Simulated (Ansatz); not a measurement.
Calculated with Ansatz (gas phase, PBE0-D4/def2-TZVP geometries, no zero-point term in ΔE). CCSD(T)/CBS adds triple-zeta CCSD(T) − MP2 to the extrapolated MP2 energy (def2 sets, frozen cores). DFT in def2-TZVPP. B3LYP here is the variant with VWN-RPA as its local correlation; programs differ in this. For Ge outer-core shells are correlated without core-valence functions, which leaves a few kJ/mol of doubt a bond. Scalar relativity is left out up to krypton. Each species was taken in one conformer, which may not be the lowest.

Reaction (redistribution): `[NH2][GeH2][SiH2]F` + `BO[SiH2]N` → `N[SiH2][O][GeH2][NH2]` + `B[SiH2]F`

```
             level  ΔE (kcal/mol)  difference from CCSD(T)/CBS
            PBE-D4           27.9                          2.3
         r2SCAN-D4           26.2                          0.6
           PBE0-D4           27.1                          1.5
          B3LYP-D4           26.9                          1.3
           ωB97X-V           24.9                         -0.7
           ωB97M-V           26.3                          0.7
            B2PLYP           26.7                          1.1
            r2SCAN           26.5                          0.9
              PBE0           27.8                          2.2
             B3LYP           28.1                          2.5
    MP2/def2-TZVPP           25.2                         -0.4
SCS-MP2/def2-TZVPP           24.4                         -1.2
CCSD(T)/def2-TZVPP           24.8                         -0.8
    MP2/def2-QZVPP           25.7                          0.1
     MP2/CBS(def2)           26.0                          0.4
    CCSD/CBS(def2)           25.4                         -0.2
       CCSD(T)/CBS           25.6                            0
```

Largest T1 diagnostic among the species: 0.012.

In def2-TZVPP, CCSD(T) changes the Hartree–Fock value by +1.0 kcal/mol (the triples alone add +0.2 kcal/mol) and MP2 by +1.4 kcal/mol. The D4 term adds −1.3 kcal/mol with B3LYP and −0.7 kcal/mol with PBE0; it sums over pairs of atoms, weighted by their polarisabilities, and B3LYP, whose exchange is more repulsive, gets the larger term. From PBE to PBE0 (25 % exact exchange), in def2-TZVPP and without D4, ΔE moves by −0.9 kcal/mol.
